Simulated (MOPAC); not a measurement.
A run for MOPAC: PM7 on BH3O2 (SMILES OBO), a point of a torsion scan.

```
PM7 1SCF PRECISE CHARGE=0 THREADS=1
BH3O2

O     -1.25244305 1    -0.21447778 1    -0.38278343 1
B      0.04700917 1     0.12846511 1    -0.20045537 1
O      0.96735782 1    -0.54433932 1    -0.90862025 1
H     -1.75834428 1    -0.51673310 1     0.36356960 1
H      0.36148164 1     0.96176640 1     0.59277192 1
H      1.87176991 1    -0.24032542 1    -0.85884241 1
```

It printed:

```
*******************************************************************************
 **                                                                           **
 **                              MOPAC v23.2.5                                **
 **                                                                           **
 *******************************************************************************
 ** MOPAC's Digital Object Identifier: https://doi.org/10.5281/zenodo.6511958 **
 **                                                                           **
 ** Please cite the open-source release paper for use of this MOPAC version:  **
 ** J. E. Moussa and J. J. P. Stewart (2026)                                  **
 ** MOPAC: An open-source semiempirical molecular orbital program             **
 ** J. Open Source Softw., 11(119), 8025, https://doi.org/10.21105/joss.08025 **
 *******************************************************************************

                              PM7 CALCULATION RESULTS

 *******************************************************************************
 *  PM7        - The PM7 Hamiltonian to be used
 *
 *
 *
 *                 CHARGE ON SYSTEM = 0
 *
 *
 *
 *  PRECISE    - TIGHTER CRITERIA TO BE USED
 *  1SCF       - DO 1 SCF AND THEN STOP
 *  THREADS=1  - MULTI-THREADING NOT USED
 *  T=         - A TIME OF 172800.0 SECONDS REQUESTED
 *  DUMP=N     - RESTART FILE WRITTEN EVERY 7200.0 SECONDS REQUESTED
 *******************************************************************************
PM7 1SCF PRECISE CHARGE=0 THREADS=1
 BH3O2

   ATOM   CHEMICAL          X               Y               Z
  NUMBER   SYMBOL      (ANGSTROMS)     (ANGSTROMS)     (ANGSTROMS)

     1       O         -1.25244305  *  -0.21447778  *  -0.38278343  *
     2       B          0.04700917  *   0.12846511  *  -0.20045537  *
     3       O          0.96735782  *  -0.54433932  *  -0.90862025  *
     4       H         -1.75834428  *  -0.51673310  *   0.36356960  *
     5       H          0.36148164  *   0.96176640  *   0.59277192  *
     6       H          1.87176991  *  -0.24032542  *  -0.85884241  *



          CARTESIAN COORDINATES

    NO.       ATOM           X           Y           Z

     1         O         -1.2524     -0.2145     -0.3828
     2         B          0.0470      0.1285     -0.2005
     3         O          0.9674     -0.5443     -0.9086
     4         H         -1.7583     -0.5167      0.3636
     5         H          0.3615      0.9618      0.5928
     6         H          1.8718     -0.2403     -0.8588

 General Reference for PM7:
 "Optimization of Parameters for Semiempirical Methods VI: More Modifications to the
 NDDO Approximations and Re-optimization of Parameters", J. J. P. Stewart, J. Mol. Mod., 1:32, 19 (2013)
 https://link.springer.com/article/10.1007/s00894-012-1667-x

           Empirical Formula: H3 O2 B  =     6 atoms



      MOLECULAR POINT GROUP   :   C1


      RHF CALCULATION, NO. OF DOUBLY OCCUPIED LEVELS = 9


 -------------------------------------------------------------------------------
 PM7 1SCF PRECISE CHARGE=0 THREADS=1
 BH3O2



     1SCF WAS SPECIFIED, SO BFGS WAS NOT USED
     SCF FIELD WAS ACHIEVED


                              PM7 CALCULATION
                                                       MOPAC v23.2.5 Linux




          FINAL HEAT OF FORMATION =       -133.70814 KCAL/MOL =    -559.43486 KJ/MOL


          COSMO AREA              =         76.26 SQUARE ANGSTROMS
          COSMO VOLUME            =         57.18 CUBIC ANGSTROMS

          IONIZATION POTENTIAL    =         10.551421 EV
          HOMO LUMO ENERGIES (EV) =        -10.551  0.252
          NO. OF FILLED LEVELS    =          9
          MOLECULAR WEIGHT        =         45.8325         POINT GROUP:  C1

          MOLECULAR DIMENSIONS (Angstroms)

            Atom       Atom       Distance
            H     6    H     4     3.84037
            H     5    O     3     2.00047
            O     1    H     6     0.58414


          SCF CALCULATIONS        =          1





   ATOM   CHEMICAL          X               Y               Z
  NUMBER   SYMBOL      (ANGSTROMS)     (ANGSTROMS)     (ANGSTROMS)

     1       O         -1.25244305  *  -0.21447778  *  -0.38278343  *
     2       B          0.04700917  *   0.12846511  *  -0.20045537  *
     3       O          0.96735782  *  -0.54433932  *  -0.90862025  *
     4       H         -1.75834428  *  -0.51673310  *   0.36356960  *
     5       H          0.36148164  *   0.96176640  *   0.59277192  *
     6       H          1.87176991  *  -0.24032542  *  -0.85884241  *

                             CARTESIAN COORDINATES

   1    O       -1.252443050    -0.214477780    -0.382783430
   2    B        0.047009170     0.128465110    -0.200455370
   3    O        0.967357820    -0.544339320    -0.908620250
   4    H       -1.758344280    -0.516733100     0.363569600
   5    H        0.361481640     0.961766400     0.592771920
   6    H        1.871769910    -0.240325420    -0.858842410


           Empirical Formula: H3 O2 B  =     6 atoms



      MOLECULAR POINT GROUP   :   C1


                  EIGENVALUES
 -29.66188 -28.94996 -18.93241 -16.86536 -15.78000 -13.69932 -13.03185 -12.21289
 -10.55142   0.25220   2.90447   3.04182   4.82284   5.67453   6.73225


              NET ATOMIC CHARGES AND DIPOLE CONTRIBUTIONS

  ATOM NO.   TYPE          CHARGE      No. of ELECS.   s-Pop       p-Pop
    1          O          -0.622854        6.6229     1.73021     4.89265
    2          B           0.430218        2.5698     0.74814     1.82164
    3          O          -0.551793        6.5518     1.74542     4.80637
    4          H           0.365074        0.6349     0.63493
    5          H           0.034920        0.9651     0.96508
    6          H           0.344434        0.6556     0.65557
 DIPOLE           X         Y         Z       TOTAL
 POINT-CHG.     1.354     1.207     2.455     3.053
 HYBRID        -0.146    -0.485    -0.400     0.645
 SUM            1.208     0.722     2.056     2.491


          ATOMIC ORBITAL ELECTRON POPULATIONS

     Atom    s        px        py        pz
    1  O   1.73021   1.48325   1.83275   1.57665
    2  B   0.74814   0.60381   0.63570   0.58213
    3  O   1.74542   1.36034   1.69137   1.75466
    4  H   0.63493
    5  H   0.96508
    6  H   0.65557

 **********************
 *                    *
 * JOB ENDED NORMALLY *
 *                    *
 **********************




 == MOPAC DONE ==
```

The run finished.

Cost: roughly 0.020 core-seconds.
